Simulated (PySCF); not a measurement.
Ionisation energy along the 6-electron series

Calculated with PySCF 2.14 and a two-component X2C-1e Hamiltonian (Gaussian nucleus, no Breit or QED terms), each ion in its own even-tempered basis scaled to its charge; GMP2 freezes nothing and drops the highest virtual spinors. Values in eV. NIST values: (m) measured, (s) semi-empirical, (t) theoretical.

| ion | configuration | GHF (spin-free) | GMP2 (spin-free) | GHF (screened spin-orbit) | GMP2 (screened spin-orbit) | NIST |
| --- | --- | --- | --- | --- | --- | --- |
| Pt⁷²⁺ | [He] 2s2 2p2 | 19589.9 | 19590.2 | 20871.8 | 20874.0 | 20840 ± 70 (t) |
| Au⁷³⁺ | [He] 2s2 2p2 | 20145.4 | 20145.6 | 21509.8 | 21511.9 | 21470 ± 90 (t) |
| Hg⁷⁴⁺ | [He] 2s2 2p2 | 20709.7 | 20709.9 | 22161.0 | 22163.2 | 22120 ± 90 (t) |

Between Z = 78 and Z = 80 the GMP2 (screened spin-orbit) value grows as Z to the power 2.37.
